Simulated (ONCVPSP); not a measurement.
# Reading a pseudo-wave (iron (Fe))

Columns: radius, all-electron u(r) and pseudo u(r) of the 3s shell (level -94.02 eV) of iron in the configuration [Ne] 3s2 3p6 3d6 4s2; PBE, scalar-relativistic, ONCV scheme, ONCVPSP 4.0.1.

| r (bohr) | all-electron | pseudo |
| --- | --- | --- |
| 0.078 | -0.0200 | 0.2008 |
| 0.155 | -0.6172 | 0.3929 |
| 0.232 | -0.5494 | 0.5726 |
| 0.310 | -0.1133 | 0.7361 |
| 0.388 | 0.3831 | 0.8752 |
| 0.465 | 0.7841 | 0.9840 |
| 0.542 | 1.0533 | 1.0608 |
| 0.620 | 1.1983 | 1.1045 |
| 0.698 | 1.2413 | 1.1140 |
| 0.775 | 1.2135 | 1.0926 |
| 0.852 | 1.1412 | 1.0448 |
| 0.930 | 1.0427 | 0.9751 |
| 1.008 | 0.9330 | 0.8908 |
| 1.085 | 0.8233 | 0.7996 |
| 1.162 | 0.7179 | 0.7062 |
| 1.240 | 0.6189 | 0.6141 |
| 1.318 | 0.5295 | 0.5279 |
| 1.395 | 0.4511 | 0.4507 |
| 1.472 | 0.3825 | 0.3824 |
| 1.550 | 0.3222 | 0.3221 |
| 1.628 | 0.2704 | 0.2704 |
| 1.705 | 0.2268 | 0.2268 |
| 1.782 | 0.1898 | 0.1897 |
| 1.860 | 0.1580 | 0.1580 |
| 1.938 | 0.1314 | 0.1314 |
| 2.015 | 0.1093 | 0.1093 |

How many radial nodes do the two functions have?

The all-electron 3s function has n − l − 1 = 2 (the table is too coarse to show those close to the nucleus); the pseudo-wave has 0, since the states of the same l below it are removed with the core.

At about which radius was the pseudo-wave matched?

1.55 bohr. The columns agree to 0.0005 from 1.40 bohr on; several derivatives are matched, so the curves merge somewhat inside the radius.

Is the pseudo-wave norm-conserving?

Yes: the ONCV scheme keeps the norm inside the radius equal to the all-electron one, which fixes the energy derivative of the logarithmic derivative at the level.
